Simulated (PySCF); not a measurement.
Atom-mapped SMILES (the numbers label the heavy atoms): `[CH3:1]/[CH:2]=[C:3](/[Cl:4])[O:5][SiH3:6]`; H(Xn) means a hydrogen on atom n.

Geometry: PBE0-D3(BJ)/def2-SVP; GIAO shifts from PySCF 2.14, gas phase, non-relativistic, averaged over equivalent atoms.

At BP86/pcSseg-1 (151 basis functions, 20 s wall time on 1 thread of an Arm Neoverse V1, shared host):
| atoms | δ (ppm) |
| --- | --- |
| C3 | 147.2 |
| C2 | 103.1 |
| C1 | 14.7 |
| Cl4 | 294.1 |
| O5 | 134.3 |
| Si6 | -36.5 |
| H(Si6) | 5.06 |
| H(C2) | 4.56 |
| H(C1) | 1.77 |

References, each an isolated molecule treated in the same way: TMS for ¹³C (σref 179.74), ²⁹Si (σref 333.91), ¹H (σref 31.27); HCl for ³⁵Cl (σref 931.28); ¹⁷O (σref 332.56) vs H2O.

Estimate the result of repeating the calculation with PBE/pcSseg-1.

Results:


```csv
atoms,δ at PBE/pcSseg-1,change
C3,146.8,-0.4
C2,103.0,-0.1
C1,14.3,-0.4
Cl4,295.5,+1.4
O5,136.0,+1.7
Si6,-36.9,-0.4
H(Si6),5.09,+0.03
H(C2),4.56,+0.00
H(C1),1.75,-0.02
```

Shifts are taken against calculated references (same method and geometry level): ¹³C (180.03 ppm), ²⁹Si (334.61 ppm), ¹H (31.20 ppm) vs TMS; HCl for ³⁵Cl (933.68 ppm); ¹⁷O (334.63 ppm) vs H2O.

The largest change is at O5 (oxygen bonded to C, Si). Cost: 151 basis functions, 22 s wall time on 1 thread of an Arm Neoverse V1, shared host. The order of the carbon signals is the same at both levels.

Carbons that carry Cl, above all several Cl atoms, come out too deshielded, partly because spin–orbit coupling is missing. Experimental scales use liquid or dissolved standards, which lie at an offset from isolated H2O (liquid H2O: subtract about 36 ppm).
